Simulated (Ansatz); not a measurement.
Pulling on the Al1–I4 bond in AlH2I (SMILES [AlH2][I]) (multiplicity 1 held, fragments rigid). Energies count from the point at 2.485 Å.
Geometry at that point (charge 0, multiplicity 1):
```xyz
4

Al    -1.02949    -1.59301     0.26750
H     -0.51933    -2.62382     1.33719
H     -2.32698    -1.78051    -0.59761
I      0.30622     0.47384    -0.07957
```

R- and RO- levels are restricted; in cc, def2 and unpolarised 6-31G sets they are followed outwards from rest. Active spaces are followed from a long bond inwards. Curves can end on different states.

Frozen-core correlation. Filled d and f shells under p-block atoms count as core.

Codes used: Ansatz (a program for electronic structure) with Gaussian orbitals.  In def2 rows elements past Kr take small-core potentials, without spin–orbit coupling.

Energies in kcal/mol.

```
R (Å)  R-MP2/def2-SVP  R-SCS-MP2/def2-SVP  R-CCSDT/def2-SVP  FIC-MRCISD+Q on CASSCF(6,4)/def2-SVP
-----  --------------  ------------------  ----------------  ------------------------------------
1.988            62.5                62.9              62.8                                  62.9
2.237            10.8                11.0              11.0                                  11.1
2.485             0.0                 0.0               0.0                                   0.0
2.734             6.3                 6.1               6.0                                   5.9
2.982            19.0                18.5              18.3                                  18.2
3.355            40.1                39.2              38.3                                  38.1
3.728            58.9                57.7              55.6                                  55.3
4.349            83.1                81.5              75.1                                  74.6
4.970            99.1                97.0              83.6                                  82.6
5.716           109.3               106.3              86.1                                  85.0
6.710           112.0               107.5              86.5                                  85.4
7.953           106.6                99.6              86.5                                  85.5
```

Doubts at one or more of the structures used: a restricted determinant that unrestricted orbitals would lower (R-MP2/def2-SVP, R-SCS-MP2/def2-SVP, R-CCSDT/def2-SVP); T1 above 0.05 (R-CCSDT/def2-SVP); other coupled-cluster roots lie near (R-CCSDT/def2-SVP); active orbitals that take no part (FIC-MRCISD+Q on CASSCF(6,4)/def2-SVP).
